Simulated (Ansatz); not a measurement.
Compare A (`C=CN[SiH2]Cl`) with its isomer B (`N=C([SiH3])CCl`).

Computed with Ansatz on PBE0-D4/def2-TZVP structures; ΔE is electronic, products minus reactants. CCSD(T)/CBS adds triple-zeta CCSD(T) − MP2 to the extrapolated MP2 energy (def2 sets, frozen cores). Functionals use def2-TZVPP. B3LYP here is the variant with VWN-RPA as its local correlation; programs differ in this. Each species was taken in one conformer, which may not be the lowest.

Which isomer does CCSD(T)/CBS put lower? Give the gap. (Best estimate.)

The calculation gave: A, by 227.6 kJ/mol.

Give E(B) − E(A) in kJ/mol with B3LYP, MP2/def2-TZVPP, ωB97M-V, PBE0-D4, HF/def2-TZVPP, CCSD/def2-TZVPP, PBE-D4. (Estimate.)

The calculation gave: B3LYP 230.4, MP2/def2-TZVPP 231.6, ωB97M-V 228.9, PBE0-D4 225.9, HF/def2-TZVPP 244.6, CCSD/def2-TZVPP 226.0, PBE-D4 215.4. None reverses the order clearly.

Largest T1 diagnostic: 0.012.

In def2-TZVPP, CCSD(T) changes the Hartree–Fock value by −23.5 kJ/mol (the triples alone add −4.8 kJ/mol) and MP2 by −13.0 kJ/mol. From PBE to PBE0 (25 % exact exchange), in def2-TZVPP and without D4, E(B) − E(A) moves by +10.2 kJ/mol.
